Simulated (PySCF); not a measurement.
Spectrum to structure. The calculation used PySCF, TDDFT B3LYP/def2-SVPD, vertical, gas phase, core orbitals frozen in the response. Geometries: GFN2-xTB, one conformer each.

```csv
state,E (eV),f
S1,4.18,0.0002
S2,4.27,0.0005
S3,4.55,0.0016
S4,5.03,0.0005
S5,5.29,0.0002
S6,5.56,0.113
S7,5.65,0.017
S8,5.85,0.018
```

Triplets computed (Tamm–Dancoff): 3.69, 4.12, 4.14 eV.

Question: Which candidate is it?
A. `C=C(F)[Si]1(F)[SiH2]O[SiH2]1`
B. `Fc1cccc(O[SiH3])c1`
C. `F[Si@H]1[SiH2][C@](C=O)(F)[SiH2]1`

Answer: C. Its S1, at 4.18 eV, is the lowest among the candidates; the nearest of the others has S1 at 4.72 eV. S1 is HOMO→LUMO+1 (95%). S1 has the pattern of n→π* at C=O. At the same level the other candidates give, for their lowest levels:
- `C=C(F)[Si]1(F)[SiH2]O[SiH2]1`: 4.72 eV (f 0.009); 5.21 eV (f 0.077); 5.50 eV (f 0.016); 5.56 eV (f 0.005); 5.79 eV (f 0.205); T1 4.10 eV; HOMO -7.36, LUMO -1.68 eV
- `Fc1cccc(O[SiH3])c1`: 5.19 eV (f 0.023); 5.72 eV (f 0.000); 5.88 eV (f 0.089); 6.34 eV (f 0.003); 6.42 eV (f 0.000); T1 4.14 eV; HOMO -6.68, LUMO -0.65 eV

Shape of the structure used: `[O:1]=[CH:2][C@:3]1([F:4])[SiH2:5][Si@H:6]([F:7])[SiH2:8]1`: O1–C2–C3–F4 180°.
